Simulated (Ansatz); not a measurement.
Energy needed to pull apart CH2F2Si (SMILES C=[Si](F)F), closed shell, into free ground-state atoms, from the structure below (displaced at random from a GFN2-xTB minimum); no zero-point or spin–orbit terms; open-shell atoms are treated unrestricted, in their ground-state multiplicity.

C1  (-0.350, 1.011, -0.071)
Si2  (0.226, -0.667, 0.026)
F3  (1.219, -1.346, 1.051)
F4  (-0.121, -1.986, -0.907)
H5  (-0.022, 1.621, 0.716)
H6  (-0.972, 1.270, -0.792)
(Å)

Program: Ansatz 0.2.0. Basis: def2-TZVPP. Cores are frozen in the correlated methods. B3LYP uses VWN-RPA correlation.

```csv
method,atomization energy (kJ/mol)
PBE-D4,2388
r2SCAN-D4,2345
PBE0-D4,?
B3LYP-D4,2323
BHLYP-D4,?
wB97M-V,2339
HF,1671
MP2,2358
CCSD,2229
CCSD(T),2273
```

Q: What does BHLYP-D4 give? (Judge from chemistry; the value comes from the calculation.)

A: The calculation gives: 2225 kJ/mol, which is about 47 kJ/mol less than CCSD(T)/def2-TZVPP.

Q: What does PBE0-D4 give? (To be estimated.)

A: Computed: 2314 kJ/mol, which is about 42 kJ/mol more than CCSD(T)/def2-TZVPP.

In triple zeta the MP2 and coupled-cluster atomization energies are still short of their basis limit by a few kcal/mol a bond, whereas those of the functionals are nearly converged, so these differences are not deviations from converged CCSD(T).

The T1 diagnostic stays at or below 0.014.

For scale, one of the runs: CCSD(T)/def2-TZVPP forces, 163 basis functions (an equivalent command: `ansatz run in.yaml --threads 4`). Time: 120 s of wall clock on 4 CPU threads; the host was shared. Peak host memory: 2.4 GiB.
